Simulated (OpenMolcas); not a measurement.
An atom or ion with 12 electrons was computed by MS-CASPT2, IPEA 0.25 Eh, imaginary shift 0.1 Eh with spin-orbit coupling (OpenMolcas, ANO-RCC-VQZP, DKH2). The lowest levels that the run gave, each within 12 % of the measured value where one is at hand:

```json
{"J": "0", "Parity": "even", "E (cm⁻¹)": "0.0", "g": ""}
{"J": "0", "Parity": "odd", "E (cm⁻¹)": "37140", "g": ""}
{"J": "1", "Parity": "odd", "E (cm⁻¹)": "37190", "g": "1.501"}
{"J": "2", "Parity": "odd", "E (cm⁻¹)": "37290", "g": "1.501"}
{"J": "1", "Parity": "odd", "E (cm⁻¹)": "60960", "g": "1.000"}
```

Which ion is it, and what are the configurations and terms?

Al+ (Z = 13, charge +1; active space 2 electrons in 8 orbitals (3s 3p 4s 4p)). J, parity and g give the terms where levels are pure, and mixed ones are named by the computed weights; the size of the splittings, set against known spectra of the 12-electron sequence, gives the charge. In order, with the measured energies in cm⁻¹ (NIST Handbook of Basic Atomic Spectroscopic Data): 3s² ¹S₀, 3s 3p ³P°₀ (37393), 3s 3p ³P°₁ (37454), 3s 3p ³P°₂ (37578), 3s 3p ¹P°₁ (59852).

Over all roots computed the reference weight is 0.89 to 0.99; the roots of lowest weight are the least certain, and an intruder state may touch them. The run also gave levels led by 3s 4s, which use shells meant for correlation; these and all levels above them are left out. Measured partners are found by configuration, term and J. A level has none where our copy of the source lacks it or the pairing is in doubt (some pairs that miss far off the trend of their configuration count as doubtful), and it then counts in no deviation. Only configurations of the active space appear.

° marks odd parity.
